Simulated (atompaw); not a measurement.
## Ranking PAW (atompaw) potentials for rhenium

All share these settings but for the change named:

* Element: rhenium (Re)
* Generator: atompaw 4.2.0.5
* Type: PAW
* Functional: PBE
* Relativity: scalar-relativistic
* Frozen core: [Kr] 4d10 4f14 5s2
* Valence charge: 13
* Reference configuration: 5p6 5d5 6s2 6p0
* Partial waves: 6s (bound): rc 3.00 bohr; 6s channel at 0.3 Ry: rc 3.00 bohr; 5p (bound): rc 1.55 bohr; 6p (bound, empty): rc 3.00 bohr; 5d (bound): rc 2.75 bohr; 5d channel at 2.1 Ry: rc 2.75 bohr
* Local potential: bessel scheme, radius 2.40 bohr
* Core correction: smooth core density matched at 2.30 bohr
* Augmentation charge: besselshape compensation charge, radius 2.80 bohr; PAW radius 3.00 bohr; waves and projectors: custom polynom2 7 10 vanderbiltortho

Cutoff: the first of the cutoffs (Ry, on a coarse ladder) from which the occupation-weighted sum of valence levels, in a spherical-Bessel basis at the reference potential, stays within 10 and 1 mRy of its value at 400 Ry; the density cutoff is not measured.

The base gives 35 Ry.

Of 10 variants that were run, those that failed, showed a ghost or another fault, or gave nearly equal values are left out.

A variant can come out equal or close to the base.

(1) Rank these variants from softest to hardest (loose cutoff).
A. wave 5p (bound): rc 1.55 bohr becomes 5p (bound): rc 1.92 bohr
B. all radii scaled by about 1.21 (s 3.62, p 1.88, d 3.32 bohr); local potential bessel scheme, radius 2.90 bohr; augmentation besselshape compensation charge, radius 3.38 bohr; PAW radius 3.62 bohr; waves and projectors: custom polynom2 7 10 vanderbiltortho; core correction smooth core density matched at 2.78 bohr
C. wave 6s channel at 0.3 Ry: rc 3.00 bohr becomes 6s channel at 0.8 Ry: rc 3.00 bohr

Results:

(1) B (21 Ry), A (30 Ry), C (35 Ry).
